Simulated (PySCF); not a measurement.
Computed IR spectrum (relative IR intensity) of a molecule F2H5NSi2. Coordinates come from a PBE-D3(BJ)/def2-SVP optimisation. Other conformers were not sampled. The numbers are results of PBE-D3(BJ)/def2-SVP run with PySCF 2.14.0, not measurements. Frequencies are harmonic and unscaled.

| ν (cm⁻¹) | relative intensity |
|---|---|
| 268 | 10 |
| 363 | 5.4 |
| 417 | 28 |
| 690 | 27 |
| 758 | 40 |
| 865 | 70 |
| 894 | 11 |
| 914 | 64 |
| 931 | 100 |
| 934 | 77 |
| 976 | 2.3 |
| 1167 | 97 |
| 2160 | 49 |
| 2163 | 36 |
| 2191 | 26 |
| 2271 | 30 |
| 3490 | 17 |

Task: Pick the molecule that these values belong to.
(A) N[Si](F)(F)[SiH3]
(B) N[Si@@H](F)[SiH2]F
(C) N[SiH2][SiH](F)F
(D) F[SiH](F)N[SiH3]

Result: D, F[SiH](F)N[SiH3]
